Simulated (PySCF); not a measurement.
A structure optimised at PBE-D3(BJ)/def2-TZVP, used in a PySCF frequency run:

```xyz
3

Zr     0.0000     0.0000     0.3042
O      0.0000     1.4290    -0.7604
O      0.0000    -1.4290    -0.7604
```
Charge 0, spin multiplicity 1.

Task: Write its SMILES, formula and point group.

Result: [O]=[Zr]=[O], O2Zr, C2v

Task: What are its rotational constants (standard atomic weights)?

Result: 18.825, 7.7345, 5.4821 GHz
